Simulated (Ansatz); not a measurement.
Stepwise reaction of `O[Si](O)(F)N[SiH2]F` with hydrogen chloride, as a gas-phase model of exchange steps in deposition or etching. ΔE in kJ/mol.

Calculated with Ansatz (gas phase, PBE0-D4/def2-TZVP geometries, no zero-point term in ΔE). CCSD(T)/CBS is the MP2 limit (def2-TZVPP, def2-QZVPP) plus CCSD(T) − MP2 in def2-TZVPP, frozen cores. This one scheme is used for every species. Functionals use def2-TZVPP. B3LYP here is the variant with VWN-RPA as its local correlation; programs differ in this. Each species was taken in one conformer, which may not be the lowest.

```csv
step,reaction,PBE-D4,B3LYP-D4,ωB97M-V,CCSD(T)/CBS
1,`O[Si](O)(F)N[SiH2]F` + HCl → `O[Si](O)(F)N[SiH2]Cl` + H–F,35.3,44.7,43.8,41.7
2,`O[Si](O)(F)N[SiH2]Cl` + HCl → `O[Si](O)(Cl)N[SiH2]Cl` + H–F,42.6,53.0,51.5,50.0
```

(1) By hand: ΔE of the 2 steps together at CCSD(T)/CBS.

Results:

(1) (41.7) + (50.0) = 91.7 kJ/mol, or 45.9 kJ/mol a step.

In ΔE each step is higher than the one before. All are uphill at CCSD(T)/CBS. PBE-D4 differs from CCSD(T)/CBS by -7.4 to -6.4 kJ/mol a step. Isolated molecules leave out the surface, adducts and barriers. Largest T1 diagnostic: 0.011.
